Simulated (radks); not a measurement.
All-electron atom: Zn+ in [Ar] 3d10 6d1 (not the ground configuration). Calculated with a radial shooting solver on a logarithmic mesh with Libxc functionals: Dirac Kohn-Sham, LDA (Slater exchange, Perdew-Wang correlation), spin-unpolarised, spherical densities, finite nucleus; open shells fill j = l - 1/2 first; Fermi nuclear charge, rms radius 3.9283 fm.

Spin-orbit splittings of the eigenvalues, e(l+1/2) - e(l-1/2), with zeta = 2 splitting/(2l+1) and mean radii in bohr:

2p: occ. 6; splitting (eV) 23.83; zeta (eV) 15.88; <r> j=l-1/2 0.1961; <r> j=l+1/2 0.1995
3p: occ. 6; splitting (eV) 3.069; zeta (eV) 2.046; <r> j=l-1/2 0.7073; <r> j=l+1/2 0.7183
3d: occ. 10; splitting (eV) 0.3646; zeta (eV) 0.1458; <r> j=l-1/2 0.8769; <r> j=l+1/2 0.8836
6d: occ. 1; splitting (eV) 0.002514; zeta (eV) 0.001006; <r> j=l-1/2 16.77; <r> j=l+1/2 16.77
